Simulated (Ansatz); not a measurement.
System: HTe (charge 0, doublet). 
Coordinates optimised at B3LYP-D3(BJ)/def2-TZVP (Ansatz, a program for electronic structure):
SMILES: [TeH]
```xyz
2

Te     0.0000     0.0000    -0.0314
H      0.0000     0.0000     1.6331
```
Charge 0, spin multiplicity 2.

Basis-set convergence of Hartree-Fock and MP2 correlation energies (hartree) with Ansatz. Cores are frozen in the correlated levels unless marked. Open shells are spin-unrestricted. No spin-orbit coupling. Frozen are the shells of the preceding noble gas and the d and f shells that filled before the atom's block. In def2 rows, elements after Kr have scalar-relativistic effective core potentials.

```
basis        functions       E(HF)  E(corr, MP2)
-----------  ---------  ----------  ------------
def2-SVPD           43  -267.56449      -0.08822
def2-TZVPPD         76  -267.57480      -0.11568
def2-QZVPPD        124  -267.57645      -0.12828
```

Extrapolating the two largest sets (X = 3 and 4) as X^-3: E(corr) = (64·(-0.12828) - 27·(-0.11568))/37 = -0.1375 Eh, an estimate of the basis-set limit. The largest set recovers 93.3 % of it, the smallest 64.2 %.
